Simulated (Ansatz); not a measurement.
C₂H₅O₂Si, SMILES `[CH]=C[SiH](O)O` radical at its PBE0-D4/def2-TZVP geometry, where that method's forces vanish. Total charge 0; spin multiplicity 2.

```csv
atom,x (Å),y (Å),z (Å)
C1,0.457,-1.104,1.465
C2,-0.330,-0.163,1.032
Si3,-0.438,0.271,-0.788
O4,0.652,-0.651,-1.593
O5,-0.171,1.867,-1.033
H6,0.752,-1.591,2.385
H7,-0.953,0.400,1.739
H8,-1.805,0.055,-1.305
H9,1.129,-1.288,-1.057
H10,0.706,2.204,-0.846
```

For each bond, give half the difference of the two atoms' forces along it (eV/Å; positive pushes the atoms apart) under PBE-D4, r2SCAN-D4, B3LYP-D4, ωB97M-V in def2-TZVPP. (Estimate.)

Computed: 
```
  bond  length (Å)  PBE-D4  r2SCAN-D4  B3LYP-D4  ωB97M-V
 C1–C2       1.301    0.19       0.18     -0.01    -0.07
 C1–H6       1.082    0.06      -0.09     -0.08    -0.04
C2–Si3       1.873   -0.12      -0.08      0.07     0.04
 C2–H7       1.098    0.09      -0.01     -0.04    -0.03
Si3–O4       1.639    0.23       0.04      0.13     0.11
Si3–O5       1.637    0.26       0.05      0.10     0.10
Si3–H8       1.477    0.01      -0.03     -0.18    -0.22
 O4–H9       0.960    0.37       0.02     -0.02    -0.06
O5–H10       0.959    0.34       0.02     -0.02    -0.06
```

B3LYP here is the variant with VWN-RPA as its local correlation; programs differ in this.
